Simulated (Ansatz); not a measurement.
Cu2Pd: single points at one geometry.

```yaml
crystal:
  periodic: [false, false, false]
  atoms:
    - {symbol: Pd, position_ang: [0.626201, -0.803609, -1.017217]}
    - {symbol: Cu, position_ang: [-0.187792, -0.494687, 1.293993]}
    - {symbol: Cu, position_ang: [-0.438410, 1.298306, -0.276776]}
basis:
  gaussian: {orbitals: def2-TZVP, initial_orbitals: start.molden}
magnetization: {spin_polarized: true, initial_magnetization: 4}
hamiltonian: {xc: pbe0, dispersion: d4}
scf: {omitted_lower_state_checks: [starts]}
output: {orbitals: {seedname: orbitals}}
```

The file start.molden holds the orbitals of an earlier run on this structure, at another level or in another basis.

```sh
$ ansatz run in.yaml --threads 4 --pin off --events-out ev --progress --plain --max-ram 3916MiB
```

Shortened log:

```
Functional definition: PBE0
1336 factors; integrals over basis functions are off by at most 4.3e-4 eV
mean field evaluation 1: about -92744.2417 eV, gradient 8.2e1 eV
mean field evaluation 2: about -92745.5832 eV, gradient 3.0e0 eV
mean field evaluation 4: about -92745.8460 eV, gradient 3.9e-1 eV
mean field evaluation 8: about -92745.8483 eV, gradient 8.6e-5 eV
mean field evaluation 16: about -92745.8483 eV, gradient 8.4e-6 eV
mean field -92745.84829535 eV, -3408.3470594602 hartree, gradient 8.4e-6 eV, S^2 6.024908; 0 other end points of the search recorded, 0 dependent functions left out
reference -92745.84832845 eV, -3408.3470606765 hartree; 40, 36 occupied and 90, 94 virtual orbitals, 1336 factors
Total energy: -92745.93123565 eV, -3408.3501074599 hartree
Checks for a lower state left out: starts
```

Run time 7.5 s (4 threads of Intel Xeon on a shared host), peak host memory 0.55 GiB.

As the first input, with `hamiltonian: {xc: r2scan, dispersion: d4}` (abridged; 7 s):

```
Functional definition: r2SCAN
mean field evaluation 16: about -92760.6327 eV, gradient 7.1e-6 eV
mean field -92760.63265873 eV, -3408.8903747931 hartree, gradient 6.2e-6 eV, S^2 6.021650
Total energy: -92760.64958531 eV, -3408.8909968336 hartree
Checks for a lower state left out: starts
```

Geometry: PBE0-D4/def2-TZVP.

In the def2 sets Pd takes a core potential; there is no spin–orbit coupling. At PBE0-D4/def2-TZVP a singlet of charge 0 lies 3.61 eV below the quintet, each at its own geometry. The structure comes from a short search, and lower isomers may exist.
